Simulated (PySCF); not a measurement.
In2(mu-F)2(Cl)4, Cl4F2In2, singlet (PBE0/def2-SVP optimised geometry):

```
8

In    -0.668    -0.166     0.000
In     1.992    -0.729    -1.966
F      1.449    -0.166     0.000
Cl    -1.447     2.011     0.000
Cl    -1.449    -2.011     1.153
F     -0.124    -0.730    -1.966
Cl     2.773     1.116    -3.119
Cl     2.773    -2.905    -1.967
```

Computed with PBE0/def2-TZVP, def2 effective core potentials past Kr run with PySCF.

**Question.** What are the frontier orbital energies and the dipole moment?

**Answer.** HOMO-2 -9.64 eV, HOMO-1 -9.62 eV, HOMO -9.58 eV, LUMO -3.36 eV, LUMO+1 -2.43 eV; dipole moment 0.00 D.

On the same geometry PBE/def2-TZVP, def2 effective core potentials past Kr in PySCF 2.14.0 gives HOMO-2 -8.20 eV, HOMO-1 -8.17 eV, HOMO -8.14 eV, LUMO -4.23 eV, LUMO+1 -3.38 eV; dipole moment 0.00 D.
